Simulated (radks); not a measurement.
The cerium ion Ce+ inside a hard spherical wall (all orbitals vanish at R), configuration held at [Xe] 4f1 5d2 and not refilled when levels cross. Method: scalar-relativistic Kohn-Sham, LDA (Slater exchange, Perdew-Wang correlation), spin-polarised, spherical densities, finite nucleus; open shells are filled with parallel spins first (spin-orbit coupling, left out, can overturn this in heavy ions); Fermi nuclear charge, rms radius 4.8771 fm; computed with a radial shooting solver on a logarithmic mesh with Libxc functionals. Eigenvalues in eV for spin up, with the zero of energy where the potential of the charges vanishes at infinity; a dash marks a level that is unbound or too diffuse for the functional's potential to be trusted. A positive occupied level is held by the wall or, in an anion where self-interaction has pushed it up, behind a barrier. The pressure on the wall is -dE/dV.

\begin{tabular}{lrrrrrrrrr}
R (bohr) & E (hartree) & kinetic (hartree) & e(5s) & e(5p) & e(4f) & e(6s, empty) & e(5d) & e(6p, empty) & pressure (GPa) \\ \hline
free & -8853.2590 & 9380.380 & -45.060 & -27.777 & -9.889 & -8.179 & -7.820 & -5.112 & 0 \\
20 & -8853.2590 & 9380.380 & -45.060 & -27.777 & -9.889 & -8.179 & -7.820 & -5.112 & < 0.0001 \\
12 & -8853.2590 & 9380.380 & -45.059 & -27.776 & -9.887 & -8.177 & -7.819 & -5.093 & 0.000277 \\
10 & -8853.2589 & 9380.382 & -45.043 & -27.761 & -9.871 & -8.155 & -7.806 & -4.998 & 0.00526 \\
5 & -8853.1775 & 9380.811 & -43.281 & -26.118 & -7.943 & -3.249 & -5.585 & 3.176 & 9.88 \\
4 & -8852.9242 & 9382.104 & -40.746 & -23.605 & -4.901 & 6.461 & -1.561 & 16.305 & 76.4 \\
3.5 & -8852.4941 & 9384.257 & -37.798 & -20.438 & -1.275 & 18.374 & 3.360 & 31.116 & 255 \\
3 & -8851.3346 & 9389.658 & -31.845 & -13.636 & 5.790 & 42.354 & 13.400 & 59.262 & 972 \\
2.5 & -8847.9135 & 9403.822 & -18.332 & 2.372 & 19.917 & 93.972 & 35.669 & 116.96 & 4300 \\
2 & -8836.5892 & 9445.064 & 18.322 & 45.636 & 49.948 & 216.58 & 91.330 & 248.65 & 23600 \\
1.5 & -8790.6305 & 9594.072 & 149.02 & 192.49 & 126.56 & 562.79 & 258.84 & 607.31 & 190000 \\
\end{tabular}
